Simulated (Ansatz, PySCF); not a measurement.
Reaction (SMILES): N[Si](O)(O)O → [NH2] (NH2) + O[Si](O)O (the N-Si bond at the site shown breaks; other sites are not compared here)
Geometries: B3LYP-D3(BJ)/def2-TZVP minima from Ansatz (a quantum-chemistry and plane-wave program), one conformer each, not searched for the lowest. Frequencies are from Ansatz or PySCF.
Geometry of the first species:
SMILES: N[Si](O)(O)O
```xyz
10

N     -0.1832    -0.0680    -1.6785
Si    -0.0106    -0.0090     0.0175
O     -1.1223    -0.9063     0.8086
O     -0.2249     1.5439     0.5139
O      1.4594    -0.6274     0.4180
H     -0.9703     0.3911    -2.1107
H      0.0460    -0.9191    -2.1686
H     -1.0865    -0.9209     1.7683
H      0.3112     2.2244     0.1009
H      2.2339    -0.2542    -0.0086
```

Quantity: bond dissociation energy (0 K, with B3LYP-D3(BJ) harmonic zero-point energies), in eV. Valence correlation only, unless marked. Open shells are spin-unrestricted. Spin-orbit coupling is left out. Non-relativistic. CBS(X,Y): correlation extrapolated as X^-3; Hartree-Fock from the larger set. [CCSD(T)-MP2]/basis is that difference in the basis named.

RI-MP2/CBS(aug-cc-pV(T+d)Z,aug-cc-pV(Q+d)Z)+[CCSD(T)-MP2]/aug-cc-pV(T+d)Z (Ansatz) gives 4.99 eV.

### Question
Another calculation gave 4.80 eV. Which level was it?
A. PBE/def2-TZVPD (Ansatz)
B. wB97M-V/def2-TZVPD (Ansatz)
C. revPBE/def2-TZVPD (Ansatz)
D. B2GP-PLYP/def2-TZVPD (Ansatz)

### Answer
D, B2GP-PLYP/def2-TZVPD (Ansatz). The others give 4.55 (PBE), 4.26 (revPBE), 4.97 (wB97M-V) eV.
